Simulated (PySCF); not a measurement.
## Worked example: oscillator strength and radiative lifetime

C₃H₈FNSi, SMILES [C@@H]([SiH3])(/C=N/C)F.

Geometry: B3LYP-D3(BJ)/def2-SVP. The structure was generated by enumeration; whether it is a known compound was not checked. Other conformers were not sampled.

TDA-PBE/def2-SVPD in PySCF puts the first singlet state with f over 0.02 at 5.54 eV (vertical), with the transition dipole (-0.563, -0.202, 0.087) in atomic units.

Problem. Find the oscillator strength, the wavelength and the radiative lifetime that this transition would have in vacuum if emission retraced absorption.

Solution. 
|μ|² = 0.3653 au, so |μ| = 1.54 D. ΔE = 5.54/27.211 = 0.2036 hartree. f = (2/3) ΔE |μ|² = 0.050 (the program prints 0.050).
λ = 1239.84/5.54 = 224 nm; ν = 44683 cm⁻¹.
Einstein's coefficient A = 0.6670 ν² f s⁻¹ (ν in cm⁻¹) = 6.6e7 s⁻¹, so τ = 1/A = 15 ns. This state is S2; the lower singlet has f = 0.003. The figure is the radiative limit of this one transition; relaxation, internal conversion, crossing to triplets and a medium change what is measured.
